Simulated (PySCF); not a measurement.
**Dipole response of Mn²⁺ (manganese, charge +2)**

[Ar] 3d5, high-spin 6S determinant. All numbers are calculated (PySCF 2.14, the spin-free X2C one-electron Hamiltonian (Gaussian nucleus), in aug-cc-pVTZ-DK (8s7p5d3f2g, 93 functions)). Coupled (time-dependent) response in atomic units; α is the mean over directions.

```
method  mean α (bohr³)  C₆ (like pair)  S(−4)
 HSE06           3.909           11.57  8.607
```

S(−4) is the Cauchy moment in α(ω) = α(0) + S(−4) ω² + …

α(iu) at HSE06:

| u (hartree) | α(iu) (bohr³) |
| --- | --- |
| 0 | 3.909 |
| 0.0500 | 3.888 |
| 0.100 | 3.827 |
| 0.200 | 3.613 |
| 0.300 | 3.339 |
| 0.500 | 2.802 |
| 0.750 | 2.281 |
| 1.00 | 1.899 |
| 1.50 | 1.381 |
| 2.00 | 1.048 |
| 3.00 | 0.6581 |
| 5.00 | 0.3246 |

For an ion, C₆ is the dispersion term alone; charge-induced terms of lower order in 1/R come first.
